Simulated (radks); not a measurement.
Values are calculated unless marked as measured or tabulated.
The mean radii <r> (bohr) of the occupied orbitals of an atom or ion are listed with their occupations. Level of theory: scalar-relativistic Kohn-Sham, LB94 model potential, spin-polarised, spherical densities, finite nucleus; Fermi nuclear charge, rms radius of each element as measured or else 0.836 A^(1/3) + 0.57 fm (a radial shooting solver on a logarithmic mesh with Libxc functionals).

orbital  occ.      <r>
1s down     1  0.02065
1s up       1  0.02066
2s up       1  0.08485
2s down     1  0.08497
2p up       2  0.07437

Name the element and its charge. Open shells, if any, are filled with parallel spins first.

Answer. Z = 67, holmium, charge +61: Ho61+ in [He] 2s2 2p2. The 1s radius gives Z: for a bare nucleus <r> = (2 gamma + 1)/(2Z) with gamma = sqrt(1 - (Z/c)^2), 0.02048 bohr for Z = 67, and screening makes it slightly larger (0.02065 here). The occupations add up to 6, and the charge is Z minus that.
